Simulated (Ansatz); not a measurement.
`[CH3][Al]([F])[CH2][SiH3]` + H₂S → `[CH3][Al]([F])[SH]` + `C[SiH3]`  (ligand exchange at the Al–C bond)

Isolated molecules relaxed with PBE0-D4/def2-TZVP in Ansatz; ΔE leaves out vibrations. CBS: MP2 limit from def2 TZ/QZ plus the TZ coupled-cluster correction, frozen cores. This one scheme is used for every species. Functionals use def2-TZVPP. One conformer a species, not always the lowest.

(1) Is it downhill or uphill in electronic energy at CCSD(T)/CBS, and by how much? (Best estimate.)

(2) What do these levels give: ωB97M-V, PBE, MP2/def2-TZVPP, CCSD/def2-TZVPP, HF/def2-QZVPP, HF/CBS(def2)? (Best estimate.)

Largest T1 diagnostic among the species: 0.011.

## Answers

(1) Computed: Downhill: ΔE = -103.3 kJ/mol.

(2) Computed: ωB97M-V -101.5, PBE -104.4, MP2/def2-TZVPP -104.3, CCSD/def2-TZVPP -102.5, HF/def2-QZVPP -112.5, HF/CBS(def2) -112.4 kJ/mol.

The D4 term adds +3.2 kJ/mol with B3LYP and +2.1 kJ/mol with PBE0; it sums over pairs of atoms, weighted by their polarisabilities, and B3LYP, whose exchange is more repulsive, gets the larger term. In def2-TZVPP, CCSD(T) changes the Hartree–Fock value by +11.4 kJ/mol (the triples alone add +0.7 kJ/mol) and MP2 by +8.8 kJ/mol.

B3LYP here is the variant with VWN-RPA as its local correlation; programs differ in this.
